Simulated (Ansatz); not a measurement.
`O[Si](O)(F)C[SiH2]Cl` + H₂S → `S[SiH2]Cl` + `C[Si](O)(O)F`  (ligand exchange at the Si–C bond)

Calculated with Ansatz (gas phase, PBE0-D4/def2-TZVP geometries, no zero-point term in ΔE). CCSD(T)/CBS adds triple-zeta CCSD(T) − MP2 to the extrapolated MP2 energy (def2 sets, frozen cores). This one scheme is used for every species. One conformer a species, not always the lowest.

`O[Si](O)(F)C[SiH2]Cl`:

Z-matrix (Å, degrees):
```
Si
O 1 1.627
F 1 1.598 2 108.8
O 1 1.623 2 108.1 3 -119.4
C 1 1.848 2 114.1 3 119.1
H 2 0.961 1 117.1 3 -61.8
H 4 0.959 1 118.2 2 38.1
Si 5 1.857 1 115.8 2 -70.7
H 5 1.094 1 108.5 2 52.7
H 5 1.097 1 108.4 2 168.9
Cl 8 2.076 5 109.6 1 48.1
H 8 1.479 5 111.7 1 -70.1
H 8 1.482 5 112.0 1 165.6
```

H₂S:

Z-matrix (Å, degrees):
```
S
H 1 1.341
H 1 1.341 2 92.3
```

`S[SiH2]Cl`:

```xyz
6

S     1.679    0.090   -0.283
Si   -0.329   -0.149    0.355
Cl   -1.497   -1.122   -1.026
H     1.377    0.999   -1.226
H    -0.971    1.160    0.602
H    -0.260   -0.978    1.577
```

`C[Si](O)(O)F`:

Cartesian coordinates in Å:
```
C 1.181 0.326 0.665
Si -0.297 -0.261 -0.258
O -1.269 -1.049 0.779
O -1.173 0.919 -0.977
F 0.193 -1.240 -1.427
H 1.687 -0.511 1.151
H 0.890 1.044 1.434
H 1.893 0.811 -0.006
H -2.172 -1.218 0.505
H -0.931 1.180 -1.866
```

| species | CCSD(T)/def2-TZVPP energy (Eh) |
| --- | --- |
| `O[Si](O)(F)C[SiH2]Cl` | -1329.75560 |
| H₂S | -398.93111 |
| `S[SiH2]Cl` | -1148.39230 |
| `C[Si](O)(O)F` | -580.31011 |

Problem. Work out ΔE.

Solution. ΔE = (-1148.39230) + (-580.31011) − (-1329.75560) − (-398.93111) = -0.01570 Eh = -41.2 kJ/mol. CCSD(T)/CBS gives -43.8 kJ/mol.

Largest T1 diagnostic among the species: 0.011.

The D4 term adds +10.5 kJ/mol with B3LYP and +6.2 kJ/mol with PBE0; it sums over pairs of atoms, weighted by their polarisabilities, and B3LYP, whose exchange is more repulsive, gets the larger term. In def2-TZVPP, CCSD(T) changes the Hartree–Fock value by +11.2 kJ/mol (the triples alone add +0.9 kJ/mol) and MP2 by +8.2 kJ/mol.

B3LYP here is the variant with VWN-RPA as its local correlation; programs differ in this.
